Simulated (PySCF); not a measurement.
AgCl, charge -1, doublet, geometry from GFN2-xTB of the parent state (such geometries of metal compounds can be far from the true shape) (a state made from the parent by changing its charge; the spin is typed, not shown lowest) (core potentials on Ag) (a gas-phase anion, which may not be bound at this level); B3LYP/def2-SVP (PySCF).

Here is a job for PySCF.
```python
from pyscf import gto, scf, dft

mol = gto.Mole()
mol.atom = '''
    Ag   -0.000000   -0.000000   -0.587250
    Cl    0.000000    0.000000    1.623573
'''
mol.basis = 'def2-svp'
mol.ecp = {'Ag': 'def2-svp'}
mol.charge = -1
mol.spin = 1
mol.verbose = 5
mol.build()

mf = dft.ROKS(mol)
mf.xc = 'b3lyp'
mf.kernel()
mf.analyze()
```

It wrote (shortened):

```
PySCF version 2.14.0

[INPUT] verbose = 5
[INPUT] max_memory = 4000
[INPUT] num. atoms = 2
[INPUT] num. electrons = 37
[INPUT] charge = -1
[INPUT] spin (= nelec alpha-beta = 2S) = 1
[INPUT] symmetry False subgroup None
[INPUT] Mole.unit = angstrom
[INPUT] Symbol           X                Y                Z      unit          X                Y                Z       unit  Magmom
[...]
[INPUT] ---------------- BASIS SET ----------------
[INPUT] l, kappa, [nprim/nctr], expnt,             c_1 c_2 ...
[INPUT] Cl
[...]
                                1571.7365221      0.014754727977
                                357.12065523      0.066679112875
                                100.25185935      0.17228924084
                                30.812727554      0.158837861
[...]
                                5.7045760975      0.60841752753
                                2.3508376809      0.54352153355
[...]
                                72.102015515      -0.063563355471
                                22.532680262      -0.24016428276
                                7.8991765444      -0.47798866557
                                2.8767268321      -0.38515850005
[...]
[INPUT] Ag
[...]
                                7.540731          2.7554513347
                                2.794005          0.22715408381
[...]
                                3.675263          1.0500525237
                                1.2610620905      0.64747532537
                                0.54212477498     0.25621550723
[...]
                                2.8926510238      0.23446154803
                                1.2474273203      0.44765877533
                                0.49313817671     0.3906495456
[...]
nuclear repulsion = 77.3124936402236
number of shells = 19
number of NR pGTOs = 93
number of NR cGTOs = 49
basis = def2-svp
ecp = {'Ag': 'def2-svp'}

******** <class 'pyscf.dft.roks.ROKS'> ********
method = ROKS
initial guess = minao
damping factor = 0
level_shift factor = 0
DIIS = <class 'pyscf.scf.diis.CDIIS'>
diis_start_cycle = 1
diis_space = 8
diis_damp = 0
SCF conv_tol = 1e-09
SCF conv_tol_grad = None
SCF max_cycles = 50
direct_scf = True
direct_scf_tol = 1e-13
num. doubly occ = 18  num. singly occ = 1
XC library pyscf.dft.libxc version 7.1.2
    S. Lehtola, C. Steigemann, M. J. T. Oliveira, and M. A. L. Marques,  SoftwareX 7, 1–5 (2018)
XC functionals = b3lyp
[...]
converged SCF energy = -607.145566876204
Total Energy =                        -607.145566876204498
[...]
0 Ag 4pz         0.00000  -0.00001   0.00000   0.00000
0 Ag 5px        -0.00000   0.00000  -0.07036   0.01953
0 Ag 5py        -0.00002  -0.00000   0.00000  -0.00000
0 Ag 5pz         0.00000  -0.00002   0.00000   0.00000
0 Ag 6px        -0.00000   0.00000  -0.12792   0.03035
0 Ag 6py         0.00009   0.00002  -0.00000  -0.00000
0 Ag 6pz        -0.00002   0.00009  -0.00000   0.00000
0 Ag 4dxy       -0.00000   0.00002   0.00000  -0.00000
0 Ag 4dyz        0.00000  -0.00000   0.00077   0.00025
0 Ag 4dz^2       0.00002   0.00000  -0.00000  -0.00000
0 Ag 4dxz       -0.00000  -0.00000   0.00000   0.00000
0 Ag 4dx2-y2     0.00000  -0.00000   0.00000  -0.00000
0 Ag 5dxy       -0.00004   0.00019   0.00000   0.00000
0 Ag 5dyz        0.00000  -0.00000   0.05554  -0.01760
0 Ag 5dz^2      -0.00019  -0.00004  -0.00000  -0.00000
0 Ag 5dxz        0.00000  -0.00000  -0.00000  -0.00000
0 Ag 5dx2-y2    -0.00000  -0.00000  -0.00000   0.00000
0 Ag 4f-3       -0.18310   0.98304   0.00000   0.00000
0 Ag 4f-2       -0.00000   0.00000  -0.00000  -0.00000
0 Ag 4f-1        0.00197  -0.01056   0.00000   0.00000
0 Ag 4f+0        0.00000  -0.00000   0.98072  -0.00106
0 Ag 4f+1        0.01056   0.00197   0.00000   0.00000
0 Ag 4f+2       -0.00000  -0.00000   0.00000  -0.00000
0 Ag 4f+3        0.98304   0.18310  -0.00000  -0.00000
1 Cl 1s          0.00000   0.00000   0.00010   0.00005
1 Cl 2s          0.00000  -0.00000  -0.00024   0.00023
1 Cl 3s         -0.00000   0.00000  -0.00391   0.00123
1 Cl 4s         -0.00000   0.00000  -0.02457   0.02203
1 Cl 2px         0.00000   0.00000   0.00000  -0.00000
1 Cl 2py         0.00000  -0.00000  -0.00000  -0.00000
1 Cl 2pz        -0.00000   0.00000  -0.00019  -0.00008
1 Cl 3px        -0.00005  -0.00001  -0.00000  -0.00000
1 Cl 3py        -0.00001   0.00005   0.00000  -0.00000
1 Cl 3pz        -0.00000  -0.00000   0.00645  -0.02385
1 Cl 4px        -0.00032  -0.00006  -0.00000  -0.00000
1 Cl 4py        -0.00006   0.00032   0.00000  -0.00000
1 Cl 4pz         0.00000  -0.00000   0.03793  -0.03260
1 Cl 3dxy        0.00000  -0.00000   0.00000   0.00000
1 Cl 3dyz        0.00006  -0.00031   0.00000   0.00000
1 Cl 3dz^2      -0.00000   0.00000  -0.09003   0.00246
1 Cl 3dxz        0.00031   0.00006   0.00000   0.00000
1 Cl 3dx2-y2     0.00000   0.00000  -0.00000   0.00000

WARN: System has nonzero charge -1; the dipole moment is origin-dependent.
Location of origin: [0. 0. 0.]

Dipole moment(X, Y, Z, Debye): -0.00000, -0.00000,  0.48762
```
